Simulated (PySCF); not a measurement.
A set of runs on `C[SiH](C)O` (dimethylsilanol); the geometry of each is named by its level. Settings lines and outputs come from a driver script.

Species: dimethylsilanol, C2H8OSi.
Numbering: `[CH3:1][SiH:2]([CH3:3])[OH:4]` (hydrogens: H5, H6, H7 on C1; H8 on Si2; H9, H10, H11 on C3; H12 on O4)

Step 1: PBE0-D3(BJ)/def2-SVP geometry optimisation, gas phase (PySCF 2.14.0) (from the GFN2-xTB geometry)
```json
{"job": {"xc": "PBE0", "basis": "def2-SVP", "d3": "d3bj", "grid": 1, "kind": "geom"}, "charge": 0, "multiplicity": 1}
```
```
step   0  E = -445.29601987  max force = 0.027137
step   1  E = -445.29906023  max force = 0.003884
step   2  E = -445.29924096  max force = 0.001553
step   3  E = -445.29926283  max force = 0.000460
step   4  E = -445.29927724  max force = 0.000635
step   5  E = -445.29929966  max force = 0.001256
step   6  E = -445.29931706  max force = 0.001083
step   7  E = -445.29932535  max force = 0.000437
optimisation converged
```

Final energy -445.29933 Eh after 7 steps; dipole 1.14 D. Energies in Eh; «max force» is the largest Cartesian gradient component in Eh/bohr.

Time: 23 s wall. Hardware: Arm Neoverse V1, one thread, no GPU, shared host.

Step 2: TDDFT CAM-B3LYP/def2-SVPD, vertical, gas phase, core orbitals frozen in the response (PySCF 2.14.0, density-fitted response routines) (on the PBE0-D3(BJ)/def2-SVP geometry)
```json
{"job": {"kind": "uv", "xc": "CAM-B3LYP", "basis": "def2-SVPD", "ip": true}, "charge": 0, "multiplicity": 1}
```
```
...
Static polarisability (au): isotropic 56.077, principal 52.197 55.707 60.325
Singlet excitations
state   eV       nm        f      main configurations
  1   7.3333    169.1   0.01804   H->L 0.79, H->L+1 0.12
  2   8.0606    153.8   0.02804   H-1->L 0.79
  3   8.2614    150.1   0.03366   H->L+1 0.61, H->L 0.11
  4   8.5583    144.9   0.08292   H-1->L+1 0.56, H->L+2 0.15
  5   8.6310    143.6   0.02067   H->L+2 0.58, H-1->L+1 0.20
  6   8.9548    138.5   0.04420   H-2->L 0.41, H->L+4 0.17, H-1->L+2 0.12
  7   9.0121    137.6   0.07894   H-1->L+2 0.61
  8   9.1635    135.3   0.13533   H->L+3 0.46, H-3->L 0.25
  9   9.2047    134.7   0.04990   H-3->L 0.39, H->L+3 0.31, H-1->L+2 0.09
 10   9.5770    129.5   0.10918   H-1->L+3 0.81
Triplet excitations (Tamm-Dancoff, eV): 7.0146 7.7629 7.9938 8.1876
Vertical ionisation energy (delta-SCF) = 10.5921 eV
```

HOMO -9.67 eV, LUMO 0.99 eV; lowest singlet 7.33 eV; lowest triplet 7.01 eV (Tamm–Dancoff); mean polarisability 56.1 au.

Time: 50 s of wall time. Hardware: Arm Neoverse V1, one thread, on a shared host.

Step 3: delta-SCF UKS SCAN, pcX-2 on the ionised atom, pcseg-1 elsewhere, spin-free X2C (PySCF 2.14.0) (on the PBE0-D3(BJ)/def2-SVP geometry)
```json
{"job": {"kind": "xps"}, "charge": 0, "multiplicity": 1}
```
```
...
ground state, core basis on atom 0 (C), 131 functions
  E(ground) = -446.37391839 Eh
hole in C 1s of atom 0
  E(ion) = -435.71118127 Eh   <S^2> = 0.7668   hole on atom = 1.000   binding energy = 290.148 eV
ground state, core basis on atom 1 (Si), 142 functions
  E(ground) = -446.43591046 Eh
hole in Si 1s of atom 1
  E(ion) = -378.56918586 Eh   <S^2> = 0.7520   hole on atom = 1.000   binding energy = 1846.748 eV
hole in Si 2p of atom 1
  E(ion) = -442.50082904 Eh   <S^2> = 0.7513   hole on atom = 1.003   binding energy = 107.079 eV
  2p3/2 = 106.835 eV   2p1/2 = 107.460 eV
ground state, core basis on atom 3 (O), 131 functions
  E(ground) = -446.40350318 Eh
hole in O 1s of atom 3
  E(ion) = -426.62345004 Eh   <S^2> = 0.7615   hole on atom = 1.000   binding energy = 538.243 eV
```

C1s of C1 290.15 eV; Si1s of Si2 1846.75 eV; Si2p of Si2 107.04 eV (mean of the 2p shell); O1s of O4 538.24 eV; one atom stands for each set of equivalent ones. SCF cycles are left out; they run on a coarse grid, and E(ground) and E(ion) are re-evaluated on a finer one. For a 2p shell the printed binding energy is that of one 2p hole without spin–orbit coupling; the 2p3/2 and 2p1/2 values follow from a further step that adds the ground-state splitting of the three 2p orbitals and a mean-field spin–orbit operator, and the shell mean corrects the one hole to the average of the three. The log counts atoms from 0, this text from 1.

Hardware: one thread, Arm Neoverse V1, shared host. Cost: 19 s of wall time.

Geometry of the electronic-property runs (PBE0-D3(BJ)/def2-SVP):
```
atom  x, y, z in Å
C1    -1.5587    0.0160   -0.2077
Si2    0.2209    0.4829    0.1556
C3     1.3452   -0.9998    0.0310
O4     0.8004    1.5878   -0.9633
H5    -1.6471   -0.4234   -1.2139
H6    -1.9221   -0.7253    0.5224
H7    -2.2303    0.8878   -0.1566
H8     0.2844    1.0773    1.5335
H9     1.0603   -1.7735    0.7611
H10    2.3914   -0.7168    0.2219
H11    1.2877   -1.4400   -0.9767
H12    0.3658    2.4446   -0.9811
```

One conformer stands for the species.
